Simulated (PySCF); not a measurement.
**Structure elucidation problem**

The spectra below were simulated for a compound C₅H₁₁OPSi.

1H NMR (600 MHz, computed): δ 6.24 (m, 1H), 3.42 (m, 1H), 2.25 (s, 3H), 1.52 (m, 2H), 1.14 (m, 2H), 1.10 (m, 2H).

13C{1H} NMR (computed): δ 224.1 (C), 47.5 (CH), 33.1 (CH3), 22.7 (CH2).

Equivalent nuclei averaged, single conformer, no solvent model, non-relativistic. GFN2-xTB structure; σ from GIAO-PBE0/pcSseg-1; PySCF.

Chemical shifts δ = σref − σ; 1H, 13C against TMS, all at this level.

What is the structure?

Answers


1. 4 carbon signals for 5 carbons: some carbons are equivalent by symmetry or fast rotation.
2. Carbon types of the structure: 1 × C, 1 × CH, 2 × CH2, 1 × CH3, leaving 3 H on heteroatoms.
3. δC 224.1: ketone carbonyl carbon; low-lying n→π* states of the double bond to the heteroatom give a large paramagnetic term (-290 ppm).
4. δC 47.5: sp3 CH α to a carbonyl; α to the electron-withdrawing carbonyl group.
5. δC 33.1: methyl carbon α to a carbonyl; the adjacent C=O deshields it moderately.
6. δC 22.7: sp3 CH2 bonded to Si.
7. δH 6.24: hydrogen on a silicon bonded to 2 C, P, in a 4-membered ring.
8. δH 3.42: hydrogen on an sp3 CH α to a carbonyl.
9. δH 2.25: hydrogen on a methyl carbon α to a carbonyl; α to C=O.

These data were computed for `CC(=O)[C@H]1C[Si@H](P)C1`.

This is the structure that produced the data.

Splittings by 31P in the carbon and heteronuclear signals aren't shown, as no couplings were computed. Shifts are as computed. Against solution values, carbons near 30 ppm lie about +3 ppm off and those near 130 ppm about +5 ppm. Of 1309 compounds with measured shifts, 239 miss one by over three times the rms of a fit or turn the order of signals round; such compounds aren't used in these exercises. Multiplicities follow the n + 1 count of equivalent neighbours, as no J values were calculated; m marks all less simple cases, F and P coupling included.
